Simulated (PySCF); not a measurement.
Level of theory: PBE-D3(BJ)/def2-TZVP // TPSS-D3(BJ)/def2-SVP (PySCF). Isolated molecules, 0 K electronic values unless said otherwise. 

Reference species: [Mo(Cl)6] (neutral, multiplicity 1).

The mean distance from the central atom to its bonded neighbours is 2.314 Å and the charge on the central atom (Mulliken) is 0.69 e.

Changed species: [Mo(Cl)3(F)3] (3 of 6 Cl replaced by F; the reference has 0 of 6 Cl replaced by F).

Problem. What does the change do to the mean distance from the central atom to its bonded neighbours and charge on the central atom (Mulliken)?

Solution. the mean distance from the central atom to its bonded neighbours decreases by 0.238 Å, to 2.076 Å; the charge on the central atom (Mulliken) rises by 0.58 e, to 1.27 e.
